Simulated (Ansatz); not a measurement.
System: SbI2, charge 0, multiplicity 2. It need not be the lowest isomer of its formula. SMILES: [I][Sb][I]
Geometry: optimised at B3LYP-D3(BJ)/def2-TZVP (Ansatz, a first-principles code).

Property: vertical electron affinity (to the singlet state of charge -1; a negative value means that the extra electron is unbound and the number depends on the basis; each state is the SCF solution reached for its spin), in eV. Correlated levels leave the core frozen unless marked. Open shells are spin-unrestricted. Spin-orbit coupling is left out. Frozen are the shells of the preceding noble gas and the d and f shells that filled before the atom's block. Past Kr the def2 sets carry scalar-relativistic core potentials. Anions need diffuse functions: def2-D sets add few. CBS marks a two-point X^-3 extrapolation of the correlation energy; Hartree-Fock from the larger set. The bracket is a focal-point correction in the basis named.

```
level                                                          program  vertical electron affinity (eV)
-------------------------------------------------------------  -------  -------------------------------
HF/def2-SVPD                                                    Ansatz                             1.28
SVWN5/def2-TZVPD                                                Ansatz                             2.06
BHLYP/def2-TZVPD                                                Ansatz                             1.94
wB97X-V/def2-TZVPD                                              Ansatz                             2.09
MP2/def2-SVPD                                                   Ansatz                             1.79
SCS-MP2/def2-SVPD                                               Ansatz                             1.77
RI-MP2/CBS(def2-TZVPPD,def2-QZVPPD)+[CCSD(T)-MP2]/def2-TZVPPD   Ansatz                             2.10
```
